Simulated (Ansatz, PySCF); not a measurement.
System: SiF2, charge 0, multiplicity 3. This is an excited triplet: at this geometry the singlet lies 3.07 eV lower at RI-MP2/CBS(aug-cc-pV(T+d)Z,aug-cc-pV(Q+d)Z)+[CCSD(T)-MP2]/aug-cc-pV(T+d)Z. 
Geometry from a B3LYP-D3(BJ)/def2-TZVP (Ansatz, a quantum-chemistry and plane-wave program) optimisation:
```xyz
3

Si     0.0011    -0.0027     0.4926
F      1.1125    -0.7543    -0.3897
F     -1.1142     0.7585    -0.3765
```
Charge 0, spin multiplicity 3.

Total electronic energies in hartree. Cores are frozen in the correlated levels unless marked. Open shells are spin-unrestricted. Spin-orbit coupling is left out. Non-relativistic. Basis-set limits of correlation are two-point, X^-3; Hartree-Fock from the larger set.

```
level                                        program  energy (Eh)
------------------------------------  --------------  -----------
BLYP/def2-TZVPD                               Ansatz   -489.25714
PBE0-D3(BJ)/def2-TZVP                 Ansatz + dftd3   -488.95280
PBE0-D4/def2-TZVP                     Ansatz + dftd4   -488.95299
PW6B95-D4/def2-TZVPD                   PySCF + dftd4   -489.72801
PW6B95/def2-TZVPD                              PySCF   -489.72671
LC-wPBE-D3(BJ)/def2-TZVPD             Ansatz + dftd3   -489.06478
LC-wPBE/def2-TZVPD                            Ansatz   -489.06379
B2PLYP-D3(BJ)/def2-TZVPD              Ansatz + dftd3   -489.04594
RPA@PBE/cc-pV(Q+d)Z                           Ansatz   -488.88397
MP2/6-31G*                                    Ansatz   -488.19027
SCS-MP2/6-31G                                 Ansatz   -487.95540
CCSD/6-31G                                    Ansatz   -487.96669
CCSD(T)/STO-3G                                Ansatz   -481.65287
CCSD(T)/6-31G                                 Ansatz   -487.97048
CCSD(T)/CBS(cc-pV(T+d)Z,cc-pV(Q+d)Z)          Ansatz    -488.6304
```

Totals of different functionals don't rank their quality; only differences between species are comparable.
